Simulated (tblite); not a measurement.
Compound: C5H9GeNSi.
Geometry (GFN2-xTB, Å), atoms numbered from 1 in this order:
```
atom  x, y, z in Å
N1    -4.160    0.502    0.209
C2    -3.218   -0.609    0.124
C3    -1.940   -0.254   -0.481
C4    -0.924    0.146   -0.993
Si5    0.653    0.690   -1.786
C6     1.984    0.580   -0.499
C7     2.865    0.507    0.330
Ge8    4.245    0.393    1.617
H9    -3.765    1.255    0.763
H10   -4.351    0.872   -0.718
H11   -3.045   -0.985    1.139
H12   -3.687   -1.407   -0.464
H13    0.987   -0.211   -2.896
H14    0.522    2.088   -2.216
H15    4.256    1.634    2.446
H16    4.015   -0.792    2.493
H17    5.558    0.252    0.921
```

Calculated harmonic vibrations of the isolated species, GFN2-xTB (tblite), most abundant isotopes, no scaling. The method is semi-empirical: single wavenumbers can be off by several per cent or more. Modes of hydrogen on germanium and silicon can be 10 to 20 % off. One conformer, not necessarily the lowest. The optimisation stopped once no atom felt more than 0.01 eV/Å.

Lowest wavenumbers of the output (negative numbers stand for imaginary wavenumbers):
```
mode    cm-1
  1     -26.8
  2      16.4
  3      32.5
  4      96.9
  5     108.2
  6     118.5
  7     168.8
  8     216.6
```

**Question.** Is this structure a minimum?

**Answer.** Not by this Hessian. 1 mode is imaginary beyond 20i (27i cm⁻¹), so at this level the point lies at or near a first-order saddle. The curvature is small, so loose convergence or finite differences may be the whole cause.

**Question.** Which atoms move in the imaginary mode?

**Answer.** 27i: H17 (Ge–H hydrogen) 33 %, H15 (Ge–H hydrogen) 33 %, H16 (Ge–H hydrogen) 32 %. These are shares of the mass-weighted motion.

**Question.** What is the remedy?

**Answer.** Step along that mode in both directions, optimise again with tighter thresholds and repeat the frequencies. The zero-point energy of this point (69.5 kcal/mol) counts the 44 real modes alone, and thermal corrections from it aren't those of a minimum.

The run took 1.2 s of wall time on one thread, Arm Neoverse N1 (aarch64), shared host with 64 logical CPUs at a one-minute load of 54. The figure is for the frequency step alone.
